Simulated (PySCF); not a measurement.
PySCF input:

```python
from pyscf import gto, scf, dft

mol = gto.M(
    atom='''
    Na   -0.00000000   -0.00000000   -1.06477101
    O     0.00000000    0.00000000    1.19274953
    H     0.00000000    0.00000000    2.17048488
    ''',
    basis='def2-tzvpd',
    charge=1,
    spin=1,
    symmetry='C2v',
    verbose=4,
)

mf = dft.UKS(mol, xc='bp86').density_fit(auxbasis='def2-universal-jkfit')
mf.grids.level = 3
mf.conv_tol = 1e-9
mf.max_cycle = 100
mf.max_memory = 1500
mf.kernel()
if not mf.converged:
    mf = mf.newton()
    mf.kernel(mf.make_rdm1())
mf.analyze()
```

**Question.** Predict the final energy.

**Answer.** -237.87655 Eh (BP86/def2-TZVPD).
